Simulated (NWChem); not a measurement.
Basis-set convergence for CHF

```xyz
3

C      0.5606    -0.4527     0.0000
F     -0.5266     0.2642     0.0000
H      1.3753     0.3381     0.0000
```
Charge 0, spin multiplicity 1.

The numbers come from NWChem runs, not from measurements. All single points use one geometry, from B3LYP/def2-SVP, a minimum by its harmonic frequencies.

Quantity: vertical ionisation energy at the level ΔMP2 (Δ: difference of total energies, the cation a doublet at the parent's geometry with its hole in an orbital of symmetry a' (Cs labels); it is the state that the SCF runs reached, from PBE0 orbitals for Hartree-Fock references, and need not be the lowest).

The correlated methods keep 2 core orbitals frozen. The Pople sets run with spherical d functions. The structure started from a generated list of species. The stability of the SCF solutions was not checked. Open-shell Hartree-Fock references start from PBE0 orbitals; any time given for them includes that run.

Relative cost: rough, from shared machines, SCF included, pcseg-1 = 1.

```
basis        functions  vertical ionisation energy (eV)  relative cost
-----------  ---------  -------------------------------  -------------
pcseg-1             33                                …              1
6-311++G**          51                                …        under 3
def2-SVPD           51                            10.22        under 3
aug-pcseg-1         55                            10.21        under 3
def2-TZVP           68                            10.33        under 3
cc-pVTZ             74                            10.32        under 3
def2-TZVPP          76                            10.35        under 3
def2-TZVPD          86                            10.36              4
cc-pVQZ            140                            10.43             20
def2-QZVP          144                            10.44             20
```

Task: Some entries are withheld; supply them.

Result: 
- pcseg-1, vertical ionisation energy (eV): 10.14
- 6-311++G**, vertical ionisation energy (eV): 10.25
